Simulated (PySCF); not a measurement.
Adding and removing an electron: AlCu

TPSSh; Al def2-TZVPPD, Cu def2-TZVPPD; no relativity (PySCF 2.14). Neutral (UKS): singlet (closed shell), Re = 2.379 Å, ωe = 287 cm⁻¹, De = 2.16 eV, HOMO -4.61 eV, LUMO -2.40 eV.

AlCu⁻ (UKS): doublet (π ↑), Re = 2.394 Å, ωe = 256 cm⁻¹. The energies at the minima are -1882.94394 hartree for AlCu and -1882.96541 for AlCu⁻.

Problem. Work out the adiabatic electron affinity, without and with harmonic zero-point energies (1 hartree = 27.2114 eV, 1 eV = 8065.5 cm⁻¹), and the change of the bond length.

Solution. At TPSSh: 0.02147 hartree = 0.584 eV between the minima; the zero-point term (287.0 − 256.0)/2 cm⁻¹ = +0.002 eV makes it 0.586 eV. Re changes by +1.5 pm against the neutral. The electron enters a π orbital, and the small change of length marks it as nearly non-bonding.

Closed-shell solutions of metal pairs were not tested for spin polarisation, which can lower them a little. The highest Kohn–Sham level is positive in this anion. Much of that is self-interaction error, but it also means that the finite basis helps to hold the extra electron. With d or f electrons several states lie close, and the lowest PBE0 determinant need not be the measured ground state.
